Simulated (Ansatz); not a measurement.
C$_{2}$H$_{8}$GaN, charge -1, doublet, geometry from GFN2-xTB (such geometries of metal compounds can be far from the true shape) (a state made from the parent by changing its charge; the spin is typed, not shown lowest) (a gas-phase anion, which may not be bound at this level); BLYP/6-31G (Ansatz, a program for electronic structure).

Input for Ansatz:
Ansatz 0.2 input:
```yaml
crystal:
  periodic: [false, false, false]
  atoms:
    - {symbol: Ga, position_ang: [-0.16656750, 0.18406714, 0.35077608]}
    - {symbol: C, position_ang: [-1.28147702, -1.40896324, -0.47344622]}
    - {symbol: H, position_ang: [-0.74133276, -1.79709385, -1.34522646]}
    - {symbol: H, position_ang: [-2.27940183, -1.11347452, -0.82164914]}
    - {symbol: H, position_ang: [-1.42687604, -2.25388105, 0.21182952]}
    - {symbol: C, position_ang: [0.24596728, 1.48062425, -1.26442240]}
    - {symbol: H, position_ang: [0.67992935, 0.89162038, -2.08121695]}
    - {symbol: H, position_ang: [0.96653338, 2.27392132, -1.02758056]}
    - {symbol: H, position_ang: [-0.64524762, 1.97798458, -1.66788430]}
    - {symbol: N, position_ang: [1.55313057, -0.65612268, 0.60228937]}
    - {symbol: H, position_ang: [2.34465605, -0.06289626, 0.84329730]}
    - {symbol: H, position_ang: [1.60647643, -1.45936919, 1.22555838]}
basis:
  gaussian:
    orbitals: 6-31G
hamiltonian:
  xc: blyp
total_charge: -1
magnetization: {spin_polarized: true, initial_magnetization: 1}
```

What the program printed (banner, timings and long lists left out):

```
Functional definition: BLYP
893 factors; integrals over basis functions are off by at most 2.4e-4 eV
mean field evaluation 1: about -56049.7055 eV, gradient 5.3e1 eV
mean field evaluation 2: about -55995.6657 eV, gradient 1.0e2 eV
mean field evaluation 4: about -56061.7420 eV, gradient 6.5e0 eV
mean field evaluation 8: about -56061.9916 eV, gradient 1.3e-1 eV
mean field evaluation 16: about -56061.9916 eV, gradient 2.2e-5 eV
mean field -56061.99164639 eV, -2060.2401928221 hartree, gradient 2.0e-5 eV, S^2 0.750685; 0 other end points of the search recorded, 0 dependent functions left out
reference -56061.99202694 eV, -2060.2402068070 hartree; 30, 29 occupied and 42, 43 virtual orbitals, 893 factors
Total energy: -56061.99202694 eV, -2060.2402068070 hartree
```
